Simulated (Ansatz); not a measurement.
```xyz
9

N     1.084   -0.165    1.011
Si    0.438   -0.175   -0.559
F     0.268   -1.641   -1.207
B    -1.427    0.593   -0.466
Cl   -2.398    0.234    0.939
H     2.068   -0.264    1.198
H     0.519   -0.389    1.813
H     1.401    0.530   -1.439
H    -1.951    1.277   -1.291
```

Charge 0, multiplicity 1.

**Question.** List the PBE0/def2-TZVPP orbital energies in eV (Ansatz 0.2.0). (Estimate.)

**Answer.** Computed: Occupied: -2767.95, -1803.24, -673.38, -391.17, -259.80, -198.06, -197.99, -197.91, -186.16, -145.44, -100.15, -100.10, -100.07, -32.73, -24.14, -23.80, -15.80, -14.38, -14.07, -13.05, -12.33, -12.19, -11.43, -10.62, -10.27, -9.81, -8.23, -7.88. Lowest empty: -2.29, 0.45, 1.71, 1.95, 2.02, 2.30, 2.51, 3.23.
